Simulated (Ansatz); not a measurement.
Consider the substitution at a C–O bond: `COB(F)OC` + `C[CH2][Ge][OH]` → `C[CH2][Ge][O]C` + `COB(O)F`.

Isolated molecules relaxed with PBE0-D4/def2-TZVP in Ansatz; ΔE leaves out vibrations. CCSD(T)/CBS is the MP2 limit (def2-TZVPP, def2-QZVPP) plus CCSD(T) − MP2 in def2-TZVPP, frozen cores. Functionals use def2-TZVPP. For Ge outer-core shells are correlated without core-valence functions, which leaves a few kJ/mol of doubt a bond. Scalar relativity is left out up to krypton. Each species was taken in one conformer, which may not be the lowest.

```csv
level,ΔE (kJ/mol)
r2SCANh-D4,-3.2
PBE,-3.5
CCSD/def2-SVP,-7.6
CCSD(T)/def2-SVP,-8.2
```

Problem. What does CCSD(T)/CBS give? (Estimate.)

Solution. The calculation gave: -3.5 kJ/mol. The listed levels differ from it by 0.3, 0.0, -4.1, -4.7 kJ/mol.

Largest T1 diagnostic among the species: 0.014.

Leaving LDA and LC-ωPBE aside and taking each functional with its dispersion term where it has one, the values, not all of them listed here, spread over 2.8 kJ/mol, from PBE-QIDH to ωB97M-V. At CCSD(T), def2-SVP lies −4.7 kJ/mol from the extrapolated value and def2-TZVPP −0.3 kJ/mol.
